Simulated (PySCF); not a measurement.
Working out the ionisation energy of Kr

Kr [Kr] (1S) → Kr⁺ [Ar] 3d10 4s2 4p5 (2P). Calculation: PySCF 2.14, in cc-pVDZ-PP with ECP10MDF; a scalar-relativistic core potential. Frozen: 3s2 3p6 3d10. Energies in hartree (1 hartree = 27.21139 eV):

```csv
part,Kr (lower),Kr⁺ (upper)
UHF,-462.179467,-461.696004
CCSD correlation,-0.127378,-0.106831
(T),-0.000904,-0.000859
```

Question: What does Hartree-Fock give?

Answer: (-461.696004) − (-462.179467) = 0.483463 hartree = 13.156 eV.

Question: What do CCSD and CCSD(T) give?

Answer: The CCSD correlation energies differ by 0.020547 hartree = 0.559 eV and the triples by 0.000045 hartree = 0.001 eV, so CCSD gives 13.715 eV and CCSD(T) 13.716 eV.

Measured between the centres of the two terms (NIST): 14.222 eV, so CCSD(T) (valence) is off by -0.506 eV.

A double-zeta basis recovers only part of the correlation energy.

What remains against the reference includes basis incompleteness, the frozen core and higher excitations.
